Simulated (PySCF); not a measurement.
Delta-SCF ions had no search for a lower state. Excitations are Tamm–Dancoff values on a coarser integration grid. The basis has no diffuse functions, so Rydberg states are missing or too high.

Cartesian coordinates (Å):
SMILES: B/C=C\CC#N
```xyz
12

B     -1.9861     0.2282    -0.4684
C     -1.0963     0.2690     0.7805
C      0.2026    -0.0438     0.8282
C      1.0420    -0.5295    -0.3191
C      2.2709     0.2468    -0.4517
N      3.2316     0.8609    -0.5418
H     -3.1463     0.4790    -0.3832
H     -1.5477    -0.0493    -1.5407
H     -1.5331     0.5752     1.7263
H      0.7413     0.0309     1.7689
H      1.3272    -1.5706    -0.1414
H      0.4940    -0.4968    -1.2576
```
Charge 0, spin multiplicity 1.

Task: What is the computed dipole moment, S1–T1 gap (TDA), vertical electron affinity (Delta-SCF), LUMO, HOMO, S1 oscillator strength, HOMO–LUMO gap and T1 excitation (TDA) (CAM-B3LYP-D3(BJ)/def2-TZVP in PySCF)?

Result: 
```
Property                                    Value
--------------------------------------  ---------
dipole moment                              3.40 D
S1–T1 gap (TDA)                           1.75 eV
vertical electron affinity (Delta-SCF)    0.76 eV
LUMO                                     -1.48 eV
HOMO                                    -10.05 eV
S1 oscillator strength                      0.001
HOMO–LUMO gap                             8.57 eV
T1 excitation (TDA)                       3.54 eV
```
